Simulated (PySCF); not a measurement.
Delta-SCF ions had no search for a lower state. Excitations are Tamm–Dancoff values on a coarser integration grid. The basis has no diffuse functions, so Rydberg states are missing or too high.

# H5NSi2, SMILES `[SiH](/[SiH3])=N/[H]` (charge 0, multiplicity 1)

Computed with PBE0-D3(BJ)/def2-TZVP (PySCF).

The HOMO comes out as -7.28 eV and the dipole moment is 2.74 D. The LUMO is -1.99 eV, the HOMO–LUMO gap comes out as 5.29 eV and the S1 excitation (TDA) comes out as 3.68 eV. The S1 oscillator strength is 0.000 and the brightest of the four lowest singlets (TDA) is 6.11 eV. The T1 excitation (TDA) is 2.95 eV, the S1–T1 gap (TDA) comes out as 0.73 eV and the vertical ionisation energy (Delta-SCF) is 9.14 eV. The total energy is -636.4335 Ha and the cost is around 60 core-seconds (rough).

```xyz
8

N      2.2837     0.0621    -0.8290
Si     0.8770     0.6431    -0.3292
Si    -1.2596    -0.3091    -0.5269
H      2.3145    -0.8348    -1.2993
H      0.9213     1.9625     0.3493
H     -1.8462    -0.5110     0.8249
H     -2.1474     0.6007    -1.2993
H     -1.1433    -1.6135    -1.2258
```
Charge 0, spin multiplicity 1.
